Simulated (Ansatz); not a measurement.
Molecule: C6H12, charge 0, multiplicity 1. 
Coordinates optimised at B3LYP-D3(BJ)/def2-TZVP (Ansatz, a quantum-chemistry and plane-wave program):
```xyz
18

C      2.3737    -0.4356    -0.5149
C      1.5477    -0.3089     0.7280
C      0.2426    -0.0641     0.8170
C     -0.7411     0.1485    -0.2981
C     -1.3656     1.5462    -0.2009
C     -1.8263    -0.9352    -0.2676
H      1.7918    -0.3031    -1.4255
H      3.1797     0.3042    -0.5203
H      2.8526    -1.4181    -0.5620
H      2.0963    -0.4353     1.6574
H     -0.1916    -0.0061     1.8133
H     -0.2226     0.0781    -1.2569
H     -2.0872     1.7076    -1.0048
H     -1.8912     1.6687     0.7499
H     -0.6023     2.3231    -0.2632
H     -2.5503    -0.7848    -1.0716
H     -1.3919    -1.9298    -0.3780
H     -2.3698    -0.9105     0.6807
```
Charge 0, spin multiplicity 1.

Quantity: atomisation energy (electronic, to ground-state atoms), in eV. Cores are frozen in the correlated levels unless marked. Open shells are spin-unrestricted. Spin-orbit coupling is left out. Non-relativistic. The coupled-cluster limit lacks core correlation, which all-electron functionals hold. CBS(X,Y): correlation extrapolated as X^-3; Hartree-Fock from the larger set.

| level | program | atomisation energy (eV) |
|---|---|---|
| BLYP/def2-TZVPD | Ansatz | 74.52 |
| revPBE/def2-TZVPD | Ansatz | 74.32 |
| r2SCAN/def2-TZVPD | Ansatz | 75.67 |
| B3LYP-D3(BJ)/def2-TZVPD | Ansatz + dftd3 | 75.81 |
| CAM-B3LYP/def2-TZVPD | Ansatz | 75.67 |
| MP2/cc-pVDZ | Ansatz | 71.42 |

Q: Predict the CCSD(T)/CBS(cc-pVTZ,cc-pVQZ) result (Ansatz).

A: 75.59 eV
